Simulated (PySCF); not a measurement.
## Computed properties of Si(H)(PH2)3 (H7P3Si), SMILES P[SiH](P)P

Si(H)(PH2)3 (H₇P₃Si), SMILES P[SiH](P)P. Coordinates come from a B3LYP-D3(BJ)/def2-SVP optimisation. The structure was generated by enumeration, and PubChem lists no compound with its InChIKey, so it may never have been made. The values are those of a single conformer. All values are computed for the isolated molecule unless a solvent is named; none is compared with measurement here.

**Structure.** All 27 harmonic modes at B3LYP-D3(BJ)/def2-SVP (PySCF) are real, so it is a minimum. With heavy atoms numbered as in [SiH:1]([PH2:2])([PH2:3])[PH2:4], the shortest bond between them is Si1–P2 at 2.278 Å and the longest Si1–P4 at 2.281 Å.

**Vibrations.** The strongest infrared lines (harmonic, unscaled, degenerate partners summed) lie at 2200 cm⁻¹ (88 km/mol, H 97 %), 795 cm⁻¹ (78 km/mol, H 90 %), 2382 cm⁻¹ (69 km/mol, H 97 %). The softest mode is at 110 cm⁻¹ and the zero-point energy is 39.1 kcal/mol.

**Electronic structure.** CAM-B3LYP/def2-TZVP (PySCF) places the frontier levels at -8.56 and 0.55 eV, a gap of 9.11 eV, and gives a dipole moment of 0.67 D and a mean polarisability of 109.1 bohr³. PBE/def2-TZVP (PySCF) at the same geometry gives -6.30 and -1.27 eV, so its gap is 4.08 eV narrower. An orbital gap is neither the optical nor the fundamental gap.

**Excitations.** TDA-B3LYP/def2-SVPD (PySCF) has S1 at 5.75 eV (216 nm, f = 0.022, weak); the most intense of the 10 singlets computed lies at 6.36 eV (f = 0.10). T1 (TDA) is at 5.00 eV, 0.75 eV under S1. TDA-PBE/def2-SVPD (PySCF) puts S1 at 5.30 eV. No vertical singlet excitation falls in the visible range (under 3.1 eV).

**NMR.** GIAO shifts at KT2/pcSseg-1 (PySCF) (non-relativistic, atoms alike by connectivity averaged): ¹H from 2.3 to 5.5 ppm against TMS; ²⁹Si at -19.9 ppm against TMS.

**Solvation.** SMD-M06-2X/def2-SVP (PySCF) gives 0.7 kcal/mol in water, -1.4 kcal/mol in diethylether, -1.0 kcal/mol in tetrahydrofuran (1 M in both phases, gas-phase geometry).
